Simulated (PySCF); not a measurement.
**Structure from NMR data**

An unknown has the formula C10H20. Its calculated NMR data are:

¹H NMR (400 MHz, computed): δ 1.51 (m, 2H), 1.51 (m, 2H), 1.39 (m, 1H), 1.08 (m, 2H), 1.01 (m, 1H), 0.87 (m, 2H), 0.84 (s, 9H), 0.70 (m, 1H).

¹³C{¹H} NMR (computed): δ 50.7 (CH), 37.7 (C), 30.9 (CH2, 2C), 30.5 (CH2, 2C), 30.1 (CH2), 28.7 (CH3, 3C).

Calculated, not measured (PySCF 2.14.0 with density-fitted response routines): shielding tensors at WP04/pcSseg-1 (GIAO), PBE0-D3(BJ)/def2-SVP structure. Non-relativistic, equivalent nuclei averaged, no solvent, single conformer.

Shifts are taken against calculated references (same method and geometry level): ¹H (31.56 ppm) and ¹³C (172.44 ppm) vs TMS.

**Question.** What is the structure?

**Answer.** 
- The formula gives 1 degree of unsaturation (1 ring in the answer).
- 6 carbon signals for 10 carbons: some carbons are equivalent by symmetry or fast rotation.
- Carbon types of the structure: 1 × C, 1 × CH, 5 × CH2, 3 × CH3, which accounts for all hydrogens.
- δC 50.7: sp3 CH in a ring; saturated and bonded to C and H only.
- δC 37.7: quaternary sp3 carbon; aliphatic region, no heteroatom directly attached.
- δC 30.9, 30.5, 30.1: sp3 CH2 in a ring; aliphatic region, no heteroatom directly attached.
- δC 28.7: methyl carbon; a saturated carbon with 1 carbon neighbour and no heteroatom attached.
- δH 1.51, 1.51, 1.39, 1.08, 1.01, 0.87: hydrogen on an sp3 CH2 in a ring; far from electronegative atoms and π systems.
- δH 0.84: hydrogen on a methyl carbon; far from electronegative atoms and π systems.
- δH 0.70: hydrogen on an sp3 CH in a ring; far from electronegative atoms and π systems.

Structure: `CC(C)(C)C1CCCCC1`.

The shifts were computed for this structure.

Shifts are as computed. Against solution values, carbons near 30 ppm lie about +3 ppm off and those near 130 ppm about +5 ppm. Of 1211 compounds with measured shifts, 218 miss one by over three times the rms of a fit or turn the order of signals round; such compounds aren't used in these exercises. No couplings were computed; multiplicities are counted from neighbouring protons, with m where these are inequivalent, close in shift, in a saturated or five-membered ring or joined by F or P, and br s for small geminal =CH2 splittings.
